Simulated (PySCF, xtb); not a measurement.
Sb₄, SMILES [Sb]12[Sb]3[Sb]1[Sb]23 (connectivity only; charge and spin as stated), charge +1, multiplicity 2.

Harmonic wavenumbers (cm⁻¹) from xtb 6.7.1 with GFN2-xTB at its own minimum, in rising order: 77, 86, 89, 158, 158, 198.

**Question.** What does PySCF with PBE0-D3(BJ)/def2-SVP give at its own minimum? (Estimate from the structure and the level; the computed values follow.)

**Answer.** 102, 113, 127, 192, 192, 240. Paired by order, the mean absolute difference is 33 cm⁻¹ and the zero-point energies are 1.1 and 1.4 kcal/mol.
